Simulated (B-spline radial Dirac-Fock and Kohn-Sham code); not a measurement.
Binding energies of Cd⁴⁺ at several levels of theory

System: Cd⁴⁺, configuration [Kr] 4d8.

The density-functional columns are spherical, spin-unpolarised Dirac-Kohn-Sham results without Breit or QED terms: −ε is minus the orbital energy of the initial state and ΔSCF the difference of two total energies. The reference in the last column comes from ΔSCF Dirac-Fock with Breit, self-energy and vacuum polarisation, finite nucleus, configuration average. All numbers are from a radial atomic solver, in eV; a selection of levels is shown. The Kohn-Sham columns are given as differences from the reference. For the 1s level of heavy atoms much of the gap between ΔSCF and the reference is the Breit and QED part, -84.0 eV here; for other levels the error of the functional can be larger.

```csv
level,PBE −ε − DF,PBE ΔSCF − DF,LDA −ε − DF,LDA ΔSCF − DF,Dirac-Fock
K,-214.0,+108.8,-246.2,+75.6,26777.5
L1,-102.0,-44.2,-105.8,-47.7,4091.9
L2,-77.2,-5.5,-78.5,-6.7,3795.5
L3,-79.9,-12.1,-80.9,-12.9,3605.7
M1,-51.3,-30.3,-52.5,-31.3,839.8
M2,-41.2,-19.6,-41.5,-19.8,720.8
M3,-40.8,-19.8,-41.1,-20.0,686.0
N1,-19.9,-9.4,-20.0,-9.4,179.3
N2,-14.7,-4.5,-14.6,-4.4,138.8
N3,-14.7,-4.7,-14.6,-4.7,132.7
"N4,5",-7.3,+1.6,-7.0,+1.8,69.77
```

Values without a named source are computed, but for edge energies of neutral atoms, which are taken from tables.
